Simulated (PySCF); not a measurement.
Which setting was changed?

All runs: PySCF with density fitting, gas phase, non-relativistic, closed shells, each molecule at its own PBE0-D3(BJ)/def2-SVP geometry. Shieldings use GIAOs. All basis functions are spherical. Starting from PBE0/6-31G*, one thing was changed at a time: the basis to def2-TZVP, the basis to pcSseg-0, the basis to pcSseg-2, the basis to def2-SVP.

Changes against PBE0/6-31G* in 4 molecules:

```json
{"molecule": "F/C=C/[C@@H]1C[SiH2]1", "changed to": "def2-TZVP", "HOMO energy (eV)": "-0.25", "mean 13C shielding (ppm)": "-13.2", "mean 1H shielding (ppm)": "-0.57"}
{"molecule": "F/C=C/[C@@H]1C[SiH2]1", "changed to": "pcSseg-0", "HOMO energy (eV)": "-0.44", "mean 13C shielding (ppm)": "-10.6", "mean 1H shielding (ppm)": "+0.80"}
{"molecule": "F/C=C/[C@@H]1C[SiH2]1", "changed to": "pcSseg-2", "HOMO energy (eV)": "-0.28", "mean 13C shielding (ppm)": "-18.0", "mean 1H shielding (ppm)": "-0.77"}
{"molecule": "F/C=C/[C@@H]1C[SiH2]1", "changed to": "def2-SVP", "HOMO energy (eV)": "-0.21", "mean 13C shielding (ppm)": "-1.9", "mean 1H shielding (ppm)": "-0.45"}
{"molecule": "[SiH3]Oc1cnsn1", "changed to": "def2-TZVP", "HOMO energy (eV)": "-0.10", "mean 13C shielding (ppm)": "-20.9", "mean 1H shielding (ppm)": "-0.51"}
{"molecule": "[SiH3]Oc1cnsn1", "changed to": "pcSseg-0", "HOMO energy (eV)": "-0.58", "mean 13C shielding (ppm)": "-23.9", "mean 1H shielding (ppm)": "+0.52"}
{"molecule": "[SiH3]Oc1cnsn1", "changed to": "pcSseg-2", "HOMO energy (eV)": "-0.15", "mean 13C shielding (ppm)": "-27.9", "mean 1H shielding (ppm)": "-0.61"}
{"molecule": "[SiH3]Oc1cnsn1", "changed to": "def2-SVP", "HOMO energy (eV)": "-0.14", "mean 13C shielding (ppm)": "-4.7", "mean 1H shielding (ppm)": "-0.38"}
{"molecule": "C#CB(F)B[SiH2]F", "changed to": "def2-TZVP", "HOMO energy (eV)": "-0.28", "mean 13C shielding (ppm)": "-17.9", "mean 1H shielding (ppm)": "-0.60"}
{"molecule": "C#CB(F)B[SiH2]F", "changed to": "pcSseg-0", "HOMO energy (eV)": "-0.55", "mean 13C shielding (ppm)": "-19.0", "mean 1H shielding (ppm)": "+0.32"}
{"molecule": "C#CB(F)B[SiH2]F", "changed to": "pcSseg-2", "HOMO energy (eV)": "-0.31", "mean 13C shielding (ppm)": "-24.1", "mean 1H shielding (ppm)": "-0.70"}
{"molecule": "C#CB(F)B[SiH2]F", "changed to": "def2-SVP", "HOMO energy (eV)": "-0.23", "mean 13C shielding (ppm)": "-4.6", "mean 1H shielding (ppm)": "-0.48"}
{"molecule": "O[SiH2]CC(F)(F)F", "changed to": "def2-TZVP", "HOMO energy (eV)": "-0.29", "mean 13C shielding (ppm)": "-13.5", "mean 1H shielding (ppm)": "-0.63"}
{"molecule": "O[SiH2]CC(F)(F)F", "changed to": "pcSseg-0", "HOMO energy (eV)": "-0.06", "mean 13C shielding (ppm)": "-14.3", "mean 1H shielding (ppm)": "+0.52"}
{"molecule": "O[SiH2]CC(F)(F)F", "changed to": "pcSseg-2", "HOMO energy (eV)": "-0.34", "mean 13C shielding (ppm)": "-17.5", "mean 1H shielding (ppm)": "-0.85"}
{"molecule": "O[SiH2]CC(F)(F)F", "changed to": "def2-SVP", "HOMO energy (eV)": "-0.11", "mean 13C shielding (ppm)": "-1.8", "mean 1H shielding (ppm)": "-0.51"}
```

For `F[C@H]1CC=C[SiH2]1` the PBE0/6-31G* run gave HOMO energy -7.44 eV, mean 13C shielding 96.8 ppm, mean 1H shielding 27.27 ppm. The changed runs lost their labels:

```csv
run,HOMO energy (eV),mean 13C shielding (ppm),mean 1H shielding (ppm)
A,-7.77,85.0,28.05
B,-7.67,80.4,26.65
C,-7.69,74.7,26.46
D,-7.64,93.8,26.77
```

**Question.** Which run belongs to which change?

**Answer.** A: pcSseg-0; B: def2-TZVP; C: pcSseg-2; D: def2-SVP.

| run | change of HOMO energy (eV), here / mean of the others | change of mean 13C shielding (ppm), here / mean of the others | change of mean 1H shielding (ppm), here / mean of the others | next best match |
| --- | --- | --- | --- | --- |
| A | -0.33 / -0.41 | -11.8 / -16.9 | +0.78 / +0.54 | def2-SVP |
| B | -0.23 / -0.23 | -16.4 / -16.4 | -0.62 / -0.58 | pcSseg-2 |
| C | -0.25 / -0.27 | -22.1 / -21.9 | -0.81 / -0.73 | def2-TZVP |
| D | -0.20 / -0.17 | -3.0 / -3.2 | -0.50 / -0.46 | def2-TZVP |

Each run is given to the change whose mean effect on the other molecules lies nearest, every quantity measured in units of its scatter between molecules.

**Question.** Would one quantity have been enough? Give each run to the change with the nearest mean effect on that quantity alone.

**Answer.** mean 1H shielding: 4 of 4 runs rightly; mean 13C shielding: 3 of 4 runs rightly; HOMO energy: 2 of 4 runs rightly.

Only sets that this rule tells apart clearly are shown.
